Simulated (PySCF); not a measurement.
## Constants of SnC, step by step

State: ³Π, triplet, unpaired electrons σ ↑, π ↑. De refers to Sn + C. ROHF-based CCSD(T) in PySCF 2.14 with Sn cc-pwCVDZ-PP with ECP28, C aug-cc-pVDZ and Sn cc-pwCVTZ-PP with ECP28, C aug-cc-pVTZ (frozen core orbitals: 5; scalar-relativistic core potentials). Correlation energies are extrapolated as n⁻³ (n = 2, 3), Hartree–Fock as (n+1)·exp(−9√n).

| Level | Re (Å) | ωe (cm⁻¹) | ωexe (cm⁻¹) | αe (cm⁻¹) | De (eV) |
| --- | --- | --- | --- | --- | --- |
| CCSD(T)/DZ | 2.0336 | 644.3 | 4.40 | 0.00312 | 2.829 |
| CCSD(T)/TZ | 2.0126 | 672.8 | 4.16 | 0.00295 | 3.112 |
| HF/CBS | 1.9718 | 748.4 | 5.66 | 0.00315 | 0.898 |
| MP2/CBS | 1.9789 | 766.0 | n/a | 0.00160 | 3.084 |
| CCSD/CBS | 1.9932 | 701.0 | 4.08 | 0.00289 | 2.829 |
| CCSD(T)/CBS | 2.0065 | 681.0 | 4.06 | 0.00289 | 3.202 |

Q: How much is left between CCSD(T)/TZ and the basis-set limit, and how much do the triples give at the limit?

A: CCSD(T)/CBS less CCSD(T)/TZ: -6.1 mÅ in Re, +8.2 cm⁻¹ in ωe and +0.090 eV in De. CCSD(T)/CBS less CCSD/CBS: +13.3 mÅ in Re, -20.0 cm⁻¹ in ωe and +0.373 eV in De.

The T1 diagnostic is 0.048, large enough to doubt a single reference. The state was picked by a PBE0 search and need not be the measured ground state. Spin–orbit coupling, excitations beyond (T) and corrections to the Born–Oppenheimer picture are left out, and spin–orbit coupling matters for open p, d or f shells this heavy.

The whole job (state search and all basis sets along the bond) took about 48 min on 4 threads of Arm Neoverse V1 (shared host), peak memory 12 GiB.
